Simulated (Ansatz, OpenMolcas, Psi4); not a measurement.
**BClF2 (chlorodifluoroborane): the vertical ionisation energy, rung by rung**

The species is BClF2 (4 atoms), meant as a singlet with charge 0. As SMILES, `FB(F)Cl`. The coordinates come from a PBE0-D4/def2-TZVP relaxation.

Each level gives the vertical ionisation energy (to the doublet cation) (eV). The values are calculated.

| level | kind | program | value (eV) | CPU time (all runs) |
| --- | --- | --- | --- | --- |
| SVWN5/aug-cc-pVDZ | LDA | OpenMolcas | 12.74 | 49 s |
| PBE/aug-cc-pVDZ | GGA | Psi4 | 12.50 | 42 s |
| r2SCAN/aug-cc-pVDZ | meta-GGA | Ansatz | 12.72 | 47 s |
| M06-2X/aug-cc-pVDZ | hybrid meta-GGA | Psi4 | 13.01 | 65 s |
| HSE06/aug-cc-pVDZ | range-separated hybrid | Ansatz | 12.83 | 26 s |
| wB97X/aug-cc-pVDZ | range-separated hybrid | Psi4 | 12.95 | 61 s |
| PBE-QIDH/aug-cc-pVDZ | double hybrid | Ansatz | 12.98 | 37 s |
| RPA@PBE/aug-cc-pVDZ | RPA | Ansatz | 12.73 | 34 s |
| MP2/aug-cc-pVDZ | perturbation theory | Ansatz | 12.87 | 12 s |
| OMP2/aug-cc-pVDZ (density fitting for correlation) | perturbation theory | Psi4 | 12.78 | 84 s |

The values span 12.50 to 13.01 eV. CPU times are rough (shared hosts, several kinds of processor): they show what a rung costs within a factor of a few.
